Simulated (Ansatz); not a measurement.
This geometry of GeH3O (5 atoms, charge 1, multiplicity 1) is a first-order saddle point.

Theory: Ansatz, RKS LDA/def2-SVPD.

```xyz
5
Properties=species:S:1:pos:R:3
O 0.451 -0.676 0.725
Ge -0.292 0.400 -0.320
H 1.078 -1.405 0.895
H -1.633 -0.087 -0.885
H 0.397 1.768 -0.416
```

Problem. Which two structures does it join? (They come from a converged band through this point; their orientation in space is the band's.)

Solution. No bond is made or broken. The dihedral H3–O1–Ge2–H5 goes from -180 to 0°. The two ends are copies of one structure, up to a mirror image or an exchange of like atoms.

Initial state:

```xyz
5
Properties=species:S:1:pos:R:3
O 0.814 -0.537 0.658
Ge -0.242 0.417 -0.277
H 0.632 -1.486 0.849
H -1.518 -0.230 -0.835
H 0.314 1.835 -0.395
```

Final state:

```xyz
5
Properties=species:S:1:pos:R:3
O 0.335 -1.002 0.518
Ge -0.322 0.339 -0.300
H 1.185 -0.951 1.011
H -1.640 -0.057 -0.963
H 0.442 1.671 -0.266
```

Problem. How far does it lie above each of them?

Solution. 0.31 eV above the first and 0.31 eV above the second. This is the barrier of this one path; another mechanism may lie lower.

Run time: 86 s on 1 thread of Intel(R) Xeon(R) Processor @ 2.50GHz (Skylake/Cascade Lake), with other jobs on the host, peak memory 0.15 GiB.
